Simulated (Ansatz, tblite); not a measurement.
Spin states of the cluster MgSi₃ (the lowest singlet isomer of a short search), each relaxed with r2SCAN-D4/def2-TZVP in Ansatz. Electronic energies in the gas phase.

The xTB rows come from tblite. LC-ωPBE has ω = 0.4 bohr⁻¹. B3LYP takes the VWN-RPA correlation. Correlated methods freeze 16 core orbitals; core or outer-core shells of Mg are correlated, in sets that lack core-valence functions. In CCSD on the charge 0 triplet the largest single amplitude is 0.24, so its Hartree–Fock determinant may place the open shell otherwise than the density functionals do. The structure comes from a short search, and lower isomers may exist.

Singlet geometry (C2v within 0.1 Å):

```csv
atom,x (Å),y (Å),z (Å)
Mg1,1.798,-0.500,0.966
Si2,0.042,-1.035,-0.829
Si3,-0.211,1.082,0.739
Si4,-1.629,0.454,-0.875
```

Triplet geometry:

```tsv
atom	x (Å)	y (Å)	z (Å)
Mg1	-2.0900	0.7402	0.7869
Si2	0.6173	0.5319	0.8713
Si3	-0.3683	-0.5642	-0.8828
Si4	1.8411	-0.7080	-0.7753
```

Quintet geometry (Cs within 0.1 Å):

```xyz
4

Mg    0.524    2.244    0.709
Si   -1.051    0.153    0.317
Si    0.982   -0.303   -0.356
Si   -0.454   -2.094   -0.670
```

⟨S²⟩: triplet 2.01 at PBE0-D4/def2-TZVP (pure 2.00), quintet 6.04 at PBE0-D4/def2-TZVP (pure 6.00).

Run but left out: HF/6-31G (singlet: restricted singlet, unstable in another Hartree–Fock run and untested here); HF/def2-TZVP, HF/def2-TZVPP, PBE-QIDH/def2-TZVP (singlet: restricted singlet, unstable towards broken spin symmetry); MP2/def2-TZVP, MP2/def2-TZVPP (quintet: ⟨S²⟩ 6.35, where a pure state has 6.00).

Only these spin states were relaxed.

| level | triplet − singlet (kcal/mol) | quintet − singlet (kcal/mol) | lowest of these | remarks |
| --- | --- | --- | --- | --- |
| GFN1-xTB | 28.7 | 66.5 | singlet | – |
| GFN2-xTB | 34.7 | 72.5 | singlet | – |
| PBE-D4/def2-TZVP | 20.1 | 57.5 | singlet | – |
| r2SCAN-D4/def2-TZVP | 15.6 | 52.0 | singlet | – |
| B97M-V/def2-TZVP | 19.9 | 60.1 | singlet | – |
| B3LYP-D4/6-31G | 20.8 | 60.7 | singlet | – |
| PBE0-D4/def2-TZVP | 16.2 | 54.4 | singlet | – |
| CAM-B3LYP-D4/def2-TZVP | 14.0 | 55.4 | singlet | – |
| LC-ωPBE/def2-TZVP | 7.1 | 46.4 | singlet | spin-contaminated (⟨S²⟩ 6.14) (quintet) |
| RPA@PBE/def2-TZVP | 18.6 | 58.6 | singlet | – |
| CCSD/def2-TZVPP | 15.4 | 54.6 | singlet | large T1 (0.022) (singlet), large T1 (0.048) (quintet), restricted SCF unstable (singlet), spin-contaminated (⟨S²⟩ 6.35) (quintet) |
| CCSD(T)/def2-TZVPP | 20.0 | 59.8 | singlet | large T1 (0.022) (singlet), large T1 (0.048) (quintet), restricted SCF unstable (singlet), spin-contaminated (⟨S²⟩ 6.35) (quintet) |

Change of the quintet − singlet gap on mixing in exact exchange, in kcal/mol: PBE to PBE0 (25 % exact exchange) -3.2.

The xTB methods have no term that favours high spin, so they put low spin too low.
